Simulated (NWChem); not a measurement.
Species: CuF₂, doublet; SMILES [F][Cu][F]

```xyz
3

Cu     0.0000     0.0000     0.0000
F      0.0000     0.0000     1.7277
F      0.0000     0.0000    -1.7277
```
Atoms are numbered in this order, from 1.

Level: PBE0/def2-SVP, spin-unrestricted (NWChem), optimised geometry, unscaled harmonic frequencies. 

```json
[
 {"frequency (cm⁻¹)": "175", "IR intensity (km/mol)": "47.3"},
 {"frequency (cm⁻¹)": "175", "IR intensity (km/mol)": "47.3"},
 {"frequency (cm⁻¹)": "604", "IR intensity (km/mol)": "0.0"},
 {"frequency (cm⁻¹)": "753", "IR intensity (km/mol)": "153.3"}
]
```

| Item | Result |
|---|---|
| zero-point energy | 2.4 kcal/mol |
| thermal correction to the enthalpy at 298.15 K (with zero-point energy) | 5.4 kcal/mol |
| heat capacity Cv | 10.5 cal/(mol K) |
| dipole moment | 0.00 D |

Rigid rotor and harmonic oscillator.
